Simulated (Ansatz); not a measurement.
`C=C1C[SiH2]1`, relaxed with RKS PBE-D4/def2-SVP in the Gaussian-basis code of Ansatz from a rough embedded geometry. The force threshold is 0.03 eV/Å; the program also tests the step.

The species carries charge 0 and has multiplicity 1.

Start:

```xyz
10

C    -0.572    1.167    1.076
C    -0.144    0.289    0.265
C    -0.443    0.173   -1.089
Si    0.919   -1.110    0.273
H    -1.231    2.017    0.789
H    -0.250    1.214    2.177
H     0.370    0.382   -1.838
H    -1.062   -0.652   -1.437
H     0.244   -2.445    0.173
H     2.168   -1.035   -0.389
```

| step | energy (eV) | largest force (eV/Å) | largest move (Å) |
| --- | --- | --- | --- |
| 1 | -11069.5380 | 6.391 | 0.000 |
| 2 | -11070.2449 | 1.719 | 0.115 |
| 3 | -11070.4599 | 1.424 | 0.179 |
| 4 | -11070.9058 | 1.100 | 0.200 |
| 5 (rejected) | -11070.8707 | 2.745 | 0.195 |
| 6 | -11071.0513 | 0.549 | 0.094 |
| 7 | -11071.0800 | 0.320 | 0.100 |
| 8 | -11071.0899 | 0.079 | 0.050 |
| 9 | -11071.0911 | 0.026 | 0.025 |

End:

```xyz
10

C    -0.585    1.256    1.139
C    -0.126    0.299    0.323
C    -0.251   -0.094   -1.129
Si    0.857   -1.213   -0.069
H    -1.266    2.048    0.774
H    -0.304    1.290    2.204
H     0.215    0.576   -1.878
H    -1.235   -0.473   -1.469
H     0.352   -2.565    0.328
H     2.343   -1.124   -0.224
```

It took 12 s on 2 threads of an Arm Neoverse V2 on a shared host, with 0.12 GiB of host memory at the peak.
